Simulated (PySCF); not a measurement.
## Ionising TaCl

PBE0; Ta def2-TZVPPD with ECP60, Cl def2-TZVPPD; scalar-relativistic core potentials (PySCF 2.14). Neutral (UKS): quintet (σ ↑, π ↑, δ ↑↑), Re = 2.292 Å, ωe = 373 cm⁻¹, HOMO -5.08 eV, LUMO -2.43 eV.

TaCl⁺ (UKS): quartet (σ ↑, δ ↑↑), Re = 2.163 Å, ωe = 480 cm⁻¹. The energies at the minima are -516.98652 hartree for TaCl and -516.72858 for TaCl⁺.

(1) Work out the adiabatic ionisation energy, without and with harmonic zero-point energies (1 hartree = 27.2114 eV, 1 eV = 8065.5 cm⁻¹), and the change of the bond length.

TaCl⁻ (UKS): quartet (π ↑, δ ↑↑), Re = 2.392 Å, ωe = 285 cm⁻¹. The energies at the minima are -516.98652 hartree for TaCl and -517.02514 for TaCl⁻.

(2) Work out the adiabatic electron affinity, without and with harmonic zero-point energies (1 hartree = 27.2114 eV, 1 eV = 8065.5 cm⁻¹), and the change of the bond length.

De is left out where the level can put another filling of the metal’s s and d shells below the measured ground configuration, by anything from nothing to about 1 eV. These are scalar-relativistic numbers at best; spin–orbit coupling would shift them, the dissociation energy most. The highest Kohn–Sham level is positive in this anion. Much of that is self-interaction error, but it also means that the finite basis helps to hold the extra electron. With d or f electrons several states lie close, and the lowest PBE0 determinant need not be the measured ground state.

## Answers

(1) At PBE0: 0.25794 hartree = 7.019 eV between the minima; the zero-point term (480.0 − 373.0)/2 cm⁻¹ = +0.007 eV makes it 7.026 eV. Re changes by -12.9 pm against the neutral. The electron leaves a π orbital, and the shorter bond of the ion fits an antibonding orbital, or a change in how ionic the bond is.

(2) At PBE0: 0.03862 hartree = 1.051 eV between the minima; the zero-point term (373.0 − 285.0)/2 cm⁻¹ = +0.005 eV makes it 1.056 eV. Re changes by +10.0 pm against the neutral. The electron enters a σ orbital, and the longer bond of the ion fits an antibonding orbital, or a change in how ionic the bond is.
